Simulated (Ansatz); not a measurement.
Consider the ligand exchange at the Si–O bond: `NB(N)O[SiH3]` + `C=C[SiH](C)O` → `C=C[SiH](C)O[SiH3]` + `NB(N)O`.

Isolated molecules relaxed with PBE0-D4/def2-TZVP in Ansatz; ΔE leaves out vibrations. CCSD(T)/CBS adds triple-zeta CCSD(T) − MP2 to the extrapolated MP2 energy (def2 sets, frozen cores). DFT in def2-TZVPP. Each species was taken in one conformer, which may not be the lowest.

`NB(N)O[SiH3]`:

```xyz
12

N    -0.994    0.725   -0.973
B    -0.680   -0.363   -0.119
N    -1.618   -1.372    0.195
O     0.579   -0.474    0.450
Si    1.895    0.476    0.587
H    -0.312    1.405   -1.254
H    -1.883    0.833   -1.424
H    -1.381   -2.124    0.815
H    -2.551   -1.411   -0.168
H     1.960    1.480   -0.514
H     3.105   -0.381    0.523
H     1.879    1.205    1.882
```

`C=C[SiH](C)O`:

Z-matrix (Å, degrees):
```
Si
C 1 1.862
O 1 1.652 2 110.3
C 1 1.866 2 109.5 3 -123.9
H 1 1.486 2 110.4 3 115.1
C 2 1.331 1 123.2 3 -7.5
H 2 1.090 1 119.0 3 172.0
H 3 0.958 1 117.1 2 -66.5
H 4 1.094 1 110.4 2 -59.8
H 4 1.093 1 111.4 2 59.7
H 4 1.092 1 110.9 2 -179.4
H 6 1.087 2 122.5 1 179.4
H 6 1.087 2 121.4 1 -1.2
```

`C=C[SiH](C)O[SiH3]`:

Cartesian coordinates in Å:
```
C -0.922 2.050 0.626
C 0.326 1.707 0.321
Si 0.834 -0.022 -0.128
C 1.483 -0.112 -1.867
O -0.470 -1.011 0.004
Si -1.334 -1.940 1.030
H -1.727 1.320 0.631
H -1.200 3.068 0.883
H 1.088 2.488 0.334
H 1.885 -0.483 0.826
H 0.713 0.191 -2.580
H 2.342 0.553 -1.991
H 1.802 -1.127 -2.112
H -0.541 -2.254 2.249
H -2.574 -1.225 1.432
H -1.702 -3.203 0.343
```

`NB(N)O`:

```xyz
9

N    -0.243   -0.388   -1.166
B    -0.124    0.128    0.154
N     1.031   -0.094    0.940
O    -1.131    0.874    0.741
H    -1.048   -0.250   -1.747
H     0.476   -0.931   -1.608
H     1.102    0.276    1.870
H     1.831   -0.617    0.638
H    -1.894    1.003    0.178
```

Task: Is it downhill or uphill in electronic energy at CCSD(T)/CBS, and by how much? (An estimate is asked.)

Result: The calculation gave: Downhill: ΔE = -3.1 kcal/mol.

Task: What do these levels give: r2SCAN0-D4, ωB97X-V, r2SCAN, RPA@PBE/def2-TZVPP, CCSD(T)/def2-SVP, SCS-MP2/def2-TZVPP? (Best estimate.)

Result: The calculation gave: r2SCAN0-D4 -3.0, ωB97X-V -2.9, r2SCAN -2.5, RPA@PBE/def2-TZVPP -2.9, CCSD(T)/def2-SVP -3.8, SCS-MP2/def2-TZVPP -3.1 kcal/mol.

Largest T1 diagnostic among the species: 0.011.

Leaving LDA and LC-ωPBE aside and taking each functional with its dispersion term where it has one, the values, not all of them listed here, spread over 1.2 kcal/mol, from BHLYP-D4 to PBE-D4. From BLYP to BHLYP (50 % exact exchange), in def2-TZVPP and without D4, ΔE moves by −0.8 kcal/mol.
